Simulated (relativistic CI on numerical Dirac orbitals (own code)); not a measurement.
# Rh2+: resonant inelastic scattering at the L2,3 edge

Computed with this model: Dirac-Coulomb-Breit CI, orbitals from a KLI potential per configuration, a model potential for QED, valence Slater integrals scaled by 0.9, Kramers-Heisenberg scattering through one core-hole configuration in a parametric crystal field; configurations [Kr] 4d7 → [He] 2s2 2p5 3s2 3p6 3d10 4s2 4p6 4d8; 300 K; core-hole width 1.6 eV; summed over polarisations. Incident energies are the highest absorption maxima for each field (at most a few, so the weaker spin-orbit partner edge can be absent), on the computed scale of the free ion. Intensities are in per cent of the strongest line above 0.02 eV; levels within 1 cm⁻¹ are merged; final levels count from the ground level, the first row holds all elastic scattering, lines under 0.4 are left out and each table stops after 24 rows. The scale of the Slater integrals is a model choice and moves the terms in proportion.

Field parameters in Wybourne normalisation: D3d B²₀ = −7Dσ, B⁴₀ = −14Dq − 21Dτ, B⁴₃ = −14√(10/7) Dq; Td as Oh with Dq negative (B⁴₀ = 21Dq, B⁴₄ = √(5/14) B⁴₀). The field is a parameter set, without covalency.

S is read from ⟨S²⟩ = S(S + 1).

Td, 10Dq = -7850 cm⁻¹:

```csv
Final level (eV),Degeneracy,Irrep,S,3005.7 eV,3148.5 eV
0.000,4,Γ8,1.49,779.1,91.1
0.891,4,Γ8,1.47,72.7,12.8
0.956,2,Γ6,1.48,29.2,9.1
1.033,4,Γ8,1.49,100.0,32.9
1.073,2,Γ7,1.50,29.2,11.7
1.468,2,Γ6,1.44,45.0,1.4
1.586,4,Γ8,1.44,63.6,8.1
1.712,2,Γ7,1.46,37.9,7.6
1.760,4,Γ8,1.47,44.1,32.9
1.893,4,Γ8,0.58,27.1,51.6
1.951,2,Γ6,0.60,10.3,16.5
2.054,4,Γ8,0.63,13.0,13.5
2.573,2,Γ7,0.59,18.0,24.6
2.580,4,Γ8,0.59,38.5,35.9
2.662,2,Γ6,0.60,1.1,0.5
2.745,4,Γ8,1.18,12.4,3.3
2.788,4,Γ8,1.40,17.0,19.5
2.816,2,Γ7,1.44,7.6,6.5
2.894,2,Γ6,1.27,5.7,0.4
2.910,4,Γ8,0.61,13.4,25.7
2.932,2,Γ7,0.58,8.5,10.4
3.074,4,Γ8,0.82,12.7,4.7
3.172,2,Γ6,0.75,2.9,2.5
3.276,4,Γ8,0.59,3.8,4.2
```

D3d, 10Dq = 15700, Dσ = -240, Dτ = -190 cm⁻¹:

| Final level (eV) | Degeneracy | Irrep | S | 3006.1 eV | 3149.1 eV |
| --- | --- | --- | --- | --- | --- |
| 0.000 | 2 | Γ5+Γ6 | 1.38 | 841.9 | 68.4 |
| 0.008 | 2 | Γ4 | 1.47 | 35.6 | 2.2 |
| 0.150 | 2 | Γ4 | 1.10 | 65.1 | 4.0 |
| 0.217 | 2 | Γ5+Γ6 | 1.17 | 48.4 | 5.8 |
| 0.252 | 2 | Γ4 | 1.48 | 41.7 | 8.5 |
| 0.389 | 2 | Γ4 | 1.46 | 53.3 | 13.8 |
| 0.532 | 2 | Γ5+Γ6 | 1.13 | 28.4 | 8.9 |
| 0.556 | 2 | Γ4 | 1.16 | 19.7 | 6.5 |
| 1.699 | 2 | Γ5+Γ6 | 1.10 | 100.0 | 5.5 |
| 1.701 | 2 | Γ4 | 0.95 | 74.2 | 3.7 |
| 1.807 | 2 | Γ4 | 1.14 | 55.6 | 8.8 |
| 1.861 | 2 | Γ5+Γ6 | 1.27 | 80.0 | 23.4 |
| 1.879 | 2 | Γ4 | 1.10 | 32.0 | 18.0 |
| 1.894 | 2 | Γ4 | 1.24 | 61.9 | 13.1 |
| 1.947 | 2 | Γ4 | 1.28 | 46.1 | 17.5 |
| 2.016 | 2 | Γ5+Γ6 | 0.95 | 17.9 | 17.0 |
| 2.091 | 2 | Γ4 | 1.00 | 22.6 | 22.2 |
| 2.167 | 2 | Γ5+Γ6 | 0.97 | 27.9 | 19.1 |
| 2.179 | 2 | Γ4 | 0.90 | 11.4 | 23.1 |
| 2.218 | 2 | Γ4 | 1.00 | 21.0 | 21.5 |
| 2.486 | 2 | Γ5+Γ6 | 0.62 | 20.9 | 5.1 |
| 2.524 | 2 | Γ4 | 0.62 | 17.4 | 5.1 |
| 2.637 | 2 | Γ4 | 0.55 | 14.6 | 9.8 |
| 3.133 | 2 | Γ4 | 1.42 | 21.3 | 11.1 |

For the first field the strongest loss at the lowest incident energy is the level at 1.03 eV (S = 1.49, against 1.49 in the thermal ground state). Levels of other spin, the first over 8 % at 1.89 eV, appear because spin-orbit coupling of the core hole, and in heavier ions of the valence shell too, mixes spins.
